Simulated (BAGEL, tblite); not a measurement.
How methods differ on C2H6BN (SMILES [BH3-]C#[N+]C)

The species is C2H6BN (10 atoms), meant as a singlet with charge 0. As SMILES, `[BH3-]C#[N+]C`. The coordinates come from a PBE0-D4/def2-TZVP relaxation.

Quantity: the vertical ionisation energy (to the doublet cation), in eV. The values are calculated.

```json
{"level": "GFN2-xTB", "kind": "semi-empirical", "program": "tblite", "value (eV)": "13.12", "CPU time (all runs)": "under 2 s"}
{"level": "GFN1-xTB", "kind": "semi-empirical", "program": "tblite", "value (eV)": "14.56", "CPU time (all runs)": "under 2 s"}
{"level": "IPEA1-xTB", "kind": "semi-empirical", "program": "tblite", "value (eV)": "15.59", "CPU time (all runs)": "under 2 s"}
{"level": "HF/cc-pVDZ (density fitting with tzvpp-jkfit)", "kind": "Hartree–Fock", "program": "BAGEL", "value (eV)": "9.81", "CPU time (all runs)": "4.8 s"}
{"level": "HF/aug-cc-pVDZ (density fitting with tzvpp-jkfit)", "kind": "Hartree–Fock", "program": "BAGEL", "value (eV)": "9.83", "CPU time (all runs)": "13 s"}
{"level": "HF/cc-pVTZ (density fitting with tzvpp-jkfit)", "kind": "Hartree–Fock", "program": "BAGEL", "value (eV)": "9.85", "CPU time (all runs)": "21 s"}
{"level": "HF/d-aug-cc-pVDZ (density fitting with tzvpp-jkfit)", "kind": "Hartree–Fock", "program": "BAGEL", "value (eV)": "9.79", "CPU time (all runs)": "16 s"}
{"level": "HF/aug-cc-pVTZ (density fitting with tzvpp-jkfit)", "kind": "Hartree–Fock", "program": "BAGEL", "value (eV)": "9.85", "CPU time (all runs)": "49 s"}
```

The values span 9.79 to 15.59 eV. The xTB values lack the empirical shift that such differences need. The second state's dipole differs much between rows, so they may not all be the same state. Times are those of the runs behind each value, whatever else they computed, on shared processors of several kinds: orders of magnitude only.
